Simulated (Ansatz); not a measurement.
The lowest singlet and triplet of C3H6 (SMILES C[C]C); geometries from B3LYP-D3(BJ)/def2-TZVP, each state relaxed from the structure named, with no frequency check.
Singlet (charge 0, multiplicity 1):
```xyz
9

C      1.22431    -0.01073     0.10539
C     -0.02961     0.26526    -0.60192
C     -1.21031    -0.11474     0.17931
H      1.46771    -0.99655    -0.33715
H      1.17707    -0.15771     1.19672
H      2.05211     0.63999    -0.17848
H     -1.06821    -0.81759     1.01636
H     -2.08167    -0.37514    -0.42250
H     -1.45339     0.86822     0.62834
```

A positive gap puts the triplet lower; no zero-point energy. R- takes a restricted singlet. The triplet is unrestricted in single-reference levels. Active spaces average the two states.

Frozen-core correlation.

Programs: Ansatz (a quantum-chemistry and plane-wave program) with Gaussian orbitals. Each number belongs to the level named beside it.

Task: What gap E(singlet) − E(triplet), vertical, at the singlet's geometry does FIC-MRCISD+Q on SA-CASSCF(2,2)/cc-pVTZ give?

Result: -16.3 kcal/mol

Task: Give the gap E(singlet) − E(triplet), vertical, at the singlet's geometry at the level SC-NEVPT2 on SA-CASSCF(2,2)/cc-pVDZ.

Result: -13.5 kcal/mol

Task: Give the gap E(singlet) − E(triplet), vertical, at the singlet's geometry at the level R-CCSD/cc-pVTZ.

Result: -15.4 kcal/mol

Doubts at one or more of the structures used: a restricted determinant that unrestricted orbitals would lower (R-CCSD/cc-pVTZ).
